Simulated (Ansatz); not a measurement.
Consider the redistribution: `F[Si](F)(F)BCl` + `[OH][GaH][Br]` → `[OH][GaH][Si](F)(F)F` + `ClBBr`.

Calculated with Ansatz (gas phase, PBE0-D4/def2-TZVP geometries, no zero-point term in ΔE). CCSD(T)/CBS is the MP2 limit (def2-TZVPP, def2-QZVPP) plus CCSD(T) − MP2 in def2-TZVPP, frozen cores. DFT in def2-TZVPP. B3LYP here is the variant with VWN-RPA as its local correlation; programs differ in this. HSE06 is defined as in plane-wave codes. For Br, Ga outer-core shells are correlated without core-valence functions, which leaves a few kJ/mol of doubt a bond. Scalar relativity is left out up to krypton. Each species was taken in one conformer, which may not be the lowest.

`F[Si](F)(F)BCl`:

Cartesian coordinates in Å:
```
F -0.481 -0.288 -1.929
Si -0.712 0.093 -0.414
F -1.865 -0.841 0.132
F -1.251 1.579 -0.384
B 0.941 -0.087 0.714
Cl 2.422 -0.619 0.002
H 0.947 0.162 1.879
```

`[OH][GaH][Br]`:

Cartesian coordinates in Å:
```
O 0.309 -1.350 0.040
Ga -0.423 0.242 -0.229
Br 0.728 2.014 0.657
H 1.129 -1.317 0.539
H -1.744 0.410 -1.008
```

`[OH][GaH][Si](F)(F)F`:

Z-matrix (Å, degrees):
```
Si
Ga 1 2.413
F 1 1.585 2 112.8
F 1 1.587 2 111.1 3 119.5
F 1 1.585 2 112.8 3 -121.0
O 2 1.782 1 115.3 3 -119.4
H 2 1.554 1 129.2 3 60.6
H 6 0.960 2 114.9 1 -0.0
```

`ClBBr`:

Z-matrix (Å, degrees):
```
B
Cl 1 1.730
Br 1 1.896 2 121.0
H 1 1.186 2 120.0 3 180.0
```

| level | ΔE (kJ/mol) | difference from CCSD(T)/CBS |
| --- | --- | --- |
| LDA (SPW92) | 13.0 | -14.1 |
| PBE-D4 | 15.7 | -11.4 |
| revPBE-D4 | 16.2 | -10.9 |
| BLYP-D4 | 19.0 | -8.1 |
| r2SCAN-D4 | 26.1 | -1.0 |
| B97M-V | 25.7 | -1.4 |
| PBE0-D4 | 25.0 | -2.1 |
| B3LYP-D4 | 26.2 | -0.9 |
| r2SCANh-D4 | 28.3 | 1.2 |
| r2SCAN0-D4 | 31.5 | 4.4 |
| HSE06-D4 | 25.2 | -1.9 |
| BHLYP-D4 | 36.2 | 9.1 |
| CAM-B3LYP-D4 | 29.1 | 2.0 |
| ωB97X-V | 30.4 | 3.3 |
| ωB97M-V | 26.7 | -0.4 |
| PBE-QIDH | 30.5 | 3.4 |
| PBE | 16.1 | -11.0 |
| revPBE | 17.1 | -10.0 |
| BLYP | 20.1 | -7.0 |
| r2SCAN | 26.1 | -1.0 |
| PBE0 | 25.4 | -1.7 |
| B3LYP | 27.0 | -0.1 |
| r2SCANh | 28.3 | 1.2 |
| r2SCAN0 | 31.6 | 4.5 |
| HSE06 | 25.6 | -1.5 |
| BHLYP | 37.5 | 10.4 |
| LC-ωPBE | 28.1 | 1.0 |
| RPA@PBE/def2-TZVPP | 26.1 | -1.0 |
| HF/def2-SVP | 47.8 | 20.7 |
| MP2/def2-SVP | 30.2 | 3.1 |
| CCSD(T)/def2-SVP | 31.0 | 3.9 |
| MP2/def2-TZVPP | 26.8 | -0.3 |
| CCSD/def2-TZVPP | 32.9 | 5.8 |
| CCSD(T)/def2-TZVPP | 29.5 | 2.4 |
| HF/def2-QZVPP | 53.6 | 26.5 |
| MP2/def2-QZVPP | 25.2 | -1.9 |
| SCS-MP2/def2-QZVPP | 29.2 | 2.1 |
| HF/CBS(def2) | 53.5 | 26.4 |
| MP2/CBS(def2) | 24.4 | -2.7 |
| CCSD/CBS(def2) | 30.5 | 3.4 |
| CCSD(T)/CBS | 27.1 | 0 |

Largest T1 diagnostic among the species: 0.014.

Leaving LDA and LC-ωPBE aside and taking each functional with its dispersion term where it has one, the values spread over 20.6 kJ/mol, from PBE-D4 to BHLYP-D4. LDA lies −3.0 kJ/mol from PBE without D4. From r2SCAN to r2SCAN0 (25 % exact exchange), in def2-TZVPP and without D4, ΔE moves by +5.5 kJ/mol.
